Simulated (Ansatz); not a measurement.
Diatomic K₂, multiplicity 3 (not the ground state: that is measured with 2S+1 = 1). No spin–orbit coupling. K is treated without relativity.

Seven points along R, fitted to fifth degree in 1/R; most abundant isotopes. Runs in def2 and cc sets follow the lowest solution found near the PBE0 minimum.

Programs: Ansatz (a quantum-chemistry and plane-wave program) with Gaussian orbitals. Each number belongs to the level named beside it.

Energies at PBE0/def2-TZVPP:

| R (Å) | E (hartree) |
|---|---|
| 5.071768 | -1199.47883882 |
| 5.208106 | -1199.47896876 |
| 5.333537 | -1199.47902984 |
| 5.475328 | -1199.47904646 |
| 5.617120 | -1199.47902098 |
| 5.780725 | -1199.47895438 |
| 5.971598 | -1199.47884436 |

Problem. With a reduced mass of 19.4819 u, find the minimum, the force constant and the constants.

Solution. A fifth-degree polynomial in 1/R puts the minimum at r_e = 5.4536 Å with force constant 0.952 N/m. Then ω_e = (1/2πc)√(k/μ) = 29 cm⁻¹ and B_e = h/(8π²cμr_e²) = 0.02909 cm⁻¹; the cubic and quartic terms give α_e = 0.00050 and ω_e x_e = 0.50 cm⁻¹.
